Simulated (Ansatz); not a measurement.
Ga3N3H12⁺, that is (H2Ga-mu-NH2)3 with one electron fewer. Total charge 1; doublet. Geometry B3LYP-D4/def2-SVP, that of the neutral singlet; atoms count from 1.

Cartesian coordinates in Å:
```
Ga -1.465 1.496 -0.046
H -2.778 1.277 0.796
H -1.176 2.770 -0.926
N 0.144 1.251 1.154
Ga 1.824 0.599 0.245
H 1.852 1.211 -1.207
H 3.020 0.695 1.269
N 1.338 -1.353 0.015
Ga -0.622 -1.814 -0.192
H -0.745 -3.055 -1.157
H -1.235 -1.761 1.260
N -1.235 -0.164 -1.179
H 0.353 2.152 1.592
H -0.098 0.632 1.932
H 1.703 -1.883 0.811
H 1.854 -1.714 -0.791
H -0.602 0.035 -1.959
H -2.134 -0.375 -1.618
```

Estimate the Mulliken populations from the PBE0/def2-TZVP orbitals of Ansatz.


```csv
atom,charge (e),spin (α − β)
Ga1,0.32,0.06
H2,0.04,0.16
H3,0.04,0.15
N4,-0.58,0.03
Ga5,0.29,0.03
H6,-0.02,0.05
H7,0.04,0.20
N8,-0.59,0.03
Ga9,0.28,0.03
H10,0.04,0.19
H11,-0.02,0.05
N12,-0.58,0.03
H13,0.29,0.00
H14,0.29,0.00
H15,0.29,0.00
H16,0.29,0.00
H17,0.29,0.00
H18,0.29,0.00
```
Mulliken values depend strongly on the basis.

Where does the spin sit?

Summed by element: Ga 0.12, H 0.79, N 0.08, of 1 unpaired in all. Largest on single atoms: H7 0.20, H10 0.19, H2 0.16.

And the Mayer bond orders between heavy atoms (over 0.3)?

Ga1–N4 0.67 (2.02 Å); Ga1–N12 0.67 (2.02 Å); N4–Ga5 0.67 (2.02 Å); Ga5–N8 0.67 (2.02 Å); N8–Ga9 0.67 (2.02 Å); Ga9–N12 0.67 (2.02 Å).
